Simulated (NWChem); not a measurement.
Ionisation of boroxine (H$_{3}$B$_{3}$O$_{3}$)

```xyz
9

B      0.0000     0.0000     1.3808
O     -1.1845     0.0000     0.6839
B     -1.1957     0.0000    -0.6904
O      0.0000     0.0000    -1.3678
B      1.1957     0.0000    -0.6904
O      1.1845     0.0000     0.6839
H      0.0000     0.0000     2.5805
H     -2.2347     0.0000    -1.2902
H      2.2347     0.0000    -1.2902
```
Charge 0, spin multiplicity 1.

Everything below was run with NWChem. All single points use one geometry, from B3LYP/def2-SVP, a minimum by its harmonic frequencies. It is one conformer; others weren't searched.

Basis set: def2-SVP. −ε marks an orbital energy of the parent.

B3LYP has NWChem's definition, with VWN1-RPA local correlation.

Question: For the first vertical ionisation energy, −ε(HOMO) of HF gives 13.66 eV and −ε(HOMO) of B3LYP gives 9.31 eV. What do −ε(HOMO) of BP86, −ε(HOMO) of PBE, G0W0@HF give?

Answer: −ε(HOMO) of BP86: 8.04 eV; −ε(HOMO) of PBE: 7.93 eV; G0W0@HF: 12.76 eV.
